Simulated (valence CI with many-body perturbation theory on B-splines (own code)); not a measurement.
**Ho XXXVI: electric-dipole lines**

Calculated by configuration interaction combined with many-body perturbation theory (CI+MBPT): four valence electrons over a frozen Dirac-Fock core [Ar] 3d10, a basis of 11 s, 11 p, 9 d, 7 f, 5 g, 2 h, 1 i functions for each j, with the one-electron correlation potential Σ1 (screened to all orders), the two-electron term Σ2, the three-electron term Σ3, Breit, model QED; selected single and double excitations, second order for the rest (own B-spline code, finite nucleus).

No measured spectrum was set against this ion. As an estimate, large intervals hold to a few tenths of a per cent, small ones and those within an open d or f shell to about a per cent.

Lines 151 to 200 of 239 in falling wavelength, among levels below 362.69 eV, chosen from the strongest by gf and those to the six lowest levels. Wavelengths and rates use the calculated energies. Electric multipoles are in the length gauge, E1 and E2 with the static RPA response of the core. Weak lines are less certain than strong ones. Lines between different terms over intervals too small for the method are left out, as are lines whose strength nearly cancels. Where a level lies close to another of its J and parity, the split of strength between their lines is uncertain. The highest levels of a list are the least certain.

Levels are named by their leading jj configuration (3d3/2^4 stands for four electrons in 3d with j = 3/2), which in mixed levels can hold well under half, so a name can repeat and another be missing. Letters in brackets count levels of one name in rising energy.

```tsv
λ vac (Å)	Upper	Lower	A (s⁻¹)	log gf	Branch %
80.93	(4s^2 4p1/2 4f5/2) J=2	(4s 4p1/2 4p3/2^2) J=1 [b]	2.94e+11	0.16	39.1
80.90	(4s 4p1/2 4p3/2^2) J=1 [b]	(4s^2 4p1/2 4p3/2) J=1	2.40e+11	-0.15	39.0
80.81	(4s^2 4p3/2 4d5/2) J=2	(4s^2 4p3/2^2) J=2	5.17e+11	0.40	97.0
80.46	(4s^2 4p1/2 4d5/2) J=2	(4s^2 4p1/2 4p3/2) J=1	1.95e+11	-0.02	41.0
80.28	(4p1/2 4p3/2^3) J=1	(4s 4p1/2 4p3/2^2) J=2 [b]	1.46e+11	-0.37	15.8
80.22	(4s 4p1/2 4p3/2 4d5/2) J=1 [c]	(4s 4p1/2 4p3/2^2) J=0	3.25e+10	-1.03	7.1
80.21	(4s^2 4p3/2 4d5/2) J=1	(4s^2 4p3/2^2) J=0	5.39e+11	0.19	83.9
80.11	(4s 4p1/2 4p3/2 4d5/2) J=1 [c]	(4s^2 4p1/2 4d3/2) J=1	4.60e+10	-0.88	10.1
80.09	(4s^2 4p1/2 4f7/2) J=3	(4s^2 4p1/2 4d5/2) J=3	1.79e+11	0.08	26.0
80.04	(4s 4p1/2 4p3/2 4d5/2) J=2 [c]	(4s^2 4p1/2 4d3/2) J=1	2.90e+11	0.14	50.2
79.93	(4s^2 4p1/2 4f5/2) J=2	(4s^2 4p1/2 4d5/2) J=3	3.20e+10	-0.81	4.3
79.86	(4s 4p1/2 4p3/2 4d3/2) J=1 [d]	(4s^2 4p1/2 4d3/2) J=2	5.46e+10	-0.80	6.3
79.46	(4s 4p1/2 4p3/2 4d5/2) J=2 [d]	(4s^2 4p1/2 4d3/2) J=1	6.25e+10	-0.53	11.3
79.43	(4s^2 4p3/2 4d5/2) J=3	(4s^2 4p3/2^2) J=2	5.50e+11	0.56	92.9
78.70	(4s 4p1/2 4p3/2 4d5/2) J=3 [b]	(4s 4p1/2 4p3/2^2) J=2 [a]	2.03e+11	0.12	55.1
78.68	(4s^2 4p1/2 4f7/2) J=3	(4s 4p1/2 4p3/2^2) J=2 [b]	3.97e+10	-0.59	5.8
78.52	(4s^2 4p1/2 4f5/2) J=2	(4s 4p1/2 4p3/2^2) J=2 [b]	1.89e+10	-1.06	2.5
78.48	(4s^2 4p1/2 4f5/2) J=2	(4s 4p1/2 4p3/2^2) J=1 [a]	2.45e+10	-0.95	3.3
78.09	(4p1/2 4p3/2^3) J=2	(4s^2 4p1/2 4d3/2) J=1	3.68e+10	-0.77	5.0
77.43	(4s 4p1/2^2 4d5/2) J=2	(4s 4p1/2^2 4p3/2) J=2	1.62e+10	-1.14	5.0
77.43	(4s 4p1/2 4p3/2 4d5/2) J=3 [c]	(4s 4p1/2 4p3/2^2) J=2 [a]	6.65e+10	-0.38	23.1
76.95	(4p1/2 4p3/2^3) J=1	(4s 4p1/2 4p3/2^2) J=0	1.24e+11	-0.48	13.4
76.23	(4s^2 4p3/2 4d5/2) J=1	(4s^2 4p3/2^2) J=2	8.46e+10	-0.66	13.2
75.42	(4s 4p1/2 4p3/2 4d5/2) J=3 [d]	(4s^2 4p1/2 4d3/2) J=2	3.71e+11	0.34	74.1
73.66	(4s 4p1/2 4p3/2 4d5/2) J=2 [c]	(4s^2 4p1/2 4d3/2) J=2	5.68e+10	-0.64	9.8
73.16	(4s 4p1/2 4p3/2 4d5/2) J=2 [d]	(4s^2 4p1/2 4d3/2) J=2	1.85e+10	-1.13	3.3
72.00	(4p1/2 4p3/2^3) J=2	(4s^2 4p1/2 4d3/2) J=2	5.42e+10	-0.68	7.4
71.95	(4s^2 4p1/2 4f5/2) J=3	(4s^2 4p1/2 4d3/2) J=2	1.66e+11	-0.05	34.8
71.23	(4p1/2 4p3/2^3) J=2	(4s 4p1/2 4p3/2^2) J=2 [a]	1.89e+10	-1.14	2.6
70.51	(4s 4p1/2 4p3/2 4d3/2) J=1 [a]	(4s 4p1/2^2 4p3/2) J=2	8.58e+09	-1.72	37.7
70.26	(4s 4p1/2 4p3/2 4d3/2) J=2 [a]	(4s 4p1/2^2 4p3/2) J=2	4.29e+10	-0.80	57.6
70.20	(4p1/2 4p3/2^3) J=1	(4s 4p1/2 4p3/2^2) J=2 [a]	4.15e+10	-1.04	4.5
70.09	(4s 4p1/2 4p3/2 4d3/2) J=2 [b]	(4s 4p1/2^2 4p3/2) J=1	1.87e+10	-1.16	10.6
69.62	(4s 4p1/2 4p3/2 4d3/2) J=3 [a]	(4s 4p1/2^2 4p3/2) J=2	2.29e+10	-0.93	67.5
69.57	(4s^2 4p1/2 4f5/2) J=2	(4s^2 4p1/2 4d3/2) J=2	1.01e+11	-0.44	13.4
67.30	(4s 4p1/2 4p3/2 4d3/2) J=1 [c]	(4s 4p1/2^2 4p3/2) J=1	9.01e+10	-0.74	19.7
66.54	(4s 4p3/2^3) J=2	(4s^2 4p1/2 4p3/2) J=2	2.94e+10	-1.01	56.0
65.42	(4s 4p1/2 4p3/2 4d3/2) J=2 [b]	(4s 4p1/2^2 4p3/2) J=2	2.70e+09	-2.06	1.5
65.25	(4s 4p3/2^3) J=2	(4s^2 4p1/2 4p3/2) J=1	1.01e+10	-1.49	19.2
64.98	(4s^2 4p3/2 4d3/2) J=1	(4s^2 4p1/2 4p3/2) J=2	8.24e+10	-0.81	12.5
64.85	(4s^2 4p3/2 4d3/2) J=2	(4s^2 4p1/2 4p3/2) J=2	4.25e+11	0.13	55.2
64.68	(4s 4p1/2 4p3/2 4d3/2) J=3 [b]	(4s 4p1/2^2 4p3/2) J=2	5.22e+11	0.36	91.6
64.55	(4s 4p1/2 4p3/2 4d3/2) J=2 [d]	(4s 4p1/2^2 4p3/2) J=1	5.37e+11	0.22	87.3
64.53	(4s 4p1/2 4p3/2 4d3/2) J=1 [d]	(4s 4p1/2^2 4p3/2) J=1	6.55e+11	0.09	75.9
64.48	(4s 4p1/2 4p3/2 4d3/2) J=3 [c]	(4s 4p1/2^2 4p3/2) J=2	2.16e+09	-2.03	2.5
64.12	(4s 4p1/2 4p3/2 4d5/2) J=2 [a]	(4s 4p1/2^2 4p3/2) J=2	2.37e+11	-0.14	72.3
64.08	(4s^2 4p3/2 4d3/2) J=3	(4s^2 4p1/2 4p3/2) J=2	6.91e+11	0.47	98.9
64.06	(4s 4p1/2 4p3/2 4d5/2) J=1 [a]	(4s 4p1/2^2 4p3/2) J=2	1.89e+11	-0.46	69.9
63.96	(4s^2 4p1/2 4d3/2) J=1	(4s^2 4p1/2^2) J=0	6.27e+11	0.06	92.2
63.76	(4s^2 4p3/2 4d3/2) J=1	(4s^2 4p1/2 4p3/2) J=1	5.66e+11	0.02	86.2
```
